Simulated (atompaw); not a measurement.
## Ag (Z = 47): one change to a PAW (atompaw) potential, before and after

Ag, PAW, made with atompaw 4.2.0.5 (PBE, scalar-relativistic). Core [Kr], reference 4d10 5s1 5p0. Waves: 5s (bound): rc 3.00 bohr; 5s channel at 0.05 Ry: rc 2.70 bohr; 5p (bound, empty): rc 3.00 bohr; 5p channel at 3.05 Ry: rc 3.00 bohr; 4d (bound): rc 3.00 bohr; 4d channel at 0.25 Ry: rc 3.00 bohr. Local part: bessel scheme, radius 2.90 bohr. Core correction: smooth core density matched at 1.95 bohr. Augmentation charge: besselshape compensation charge, radius 3.00 bohr; PAW radius 3.00 bohr; waves and projectors: custom polynom gramschmidtortho.

Change: all radii scaled by about 1.17 (s 3.50, p 3.50, d 3.50 bohr); local potential bessel scheme, radius 3.38 bohr; augmentation besselshape compensation charge, radius 3.50 bohr; PAW radius 3.50 bohr; waves and projectors: custom polynom gramschmidtortho; core correction smooth core density matched at 2.28 bohr.

Cutoffs: the cutoffs (Ry, on a coarse ladder) from which the occupation-weighted sum of valence levels, in a spherical-Bessel basis at the reference potential, stays within 10 and 1 mRy of its value at 400 Ry; they do not see the model core or the augmentation charge, which bear on the density cutoff.

Problem. What does the change do?

Solution. The potential gets softer (10 Ry and 18 Ry → 8 Ry and 15 Ry); neither file shows a bound ghost. A larger radius leaves more room for a smooth pseudo-wave, so fewer plane waves are needed.

```tsv
quantity	base	changed
cutoff, loose	10 Ry	8 Ry
cutoff, tight	18 Ry	15 Ry
loose cutoff by channel (10 mRy a level)	s 6 Ry, d 8 Ry	s 6 Ry, d 6 Ry
bound ghosts	none	none
lowest overlap eigenvalue by channel	s 0.45, p 0.34, d 0.95	s 0.59, p 0.55, d 0.96
```

 The cutoffs see the waves, projectors and local potential, not the compensation charge or the core.
